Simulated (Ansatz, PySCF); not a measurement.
Series SiXY, Y = hydroxy, computed as singlets and as triplets. Isolated molecules, 0 K electronic values unless said otherwise. One relaxed conformer stands for each flexible species; it need not be the lowest. Strings in code marks are SMILES.

Quantity: adiabatic spin-state energy, in kJ/mol. HF references are unrestricted for open shells and restricted for singlets. The restricted reference of `O[SiH]` is unstable towards unrestricted orbitals.

Level 1: frozen-core CCSD(T)/cc-pVTZ // PBE0-D3(BJ)/def2-TZVP (Ansatz, a program for electronic structure)
Level 2: PBE-D3(BJ)/def2-TZVP // PBE0-D3(BJ)/def2-TZVP (PySCF)
Level 3: HF/6-31G* // PBE0-D3(BJ)/def2-TZVP (PySCF)
Level 4: HF/STO-3G // PBE0-D3(BJ)/def2-TZVP (PySCF)

| species | level 1 | level 2 | level 3 | level 4 |
|---|---|---|---|---|
| `O[Si]O`: multiplicity 3 minus multiplicity 1 | 266.6 | 248.1 | 197.2 | 245.8 |
| `O[SiH]`: multiplicity 3 minus multiplicity 1 | 166.1 | 147.8 | 101.5 | 170.1 |
| `N[Si]O`: multiplicity 3 minus multiplicity 1 | 250.6 | 230.3 | 185.2 | 254.1 |
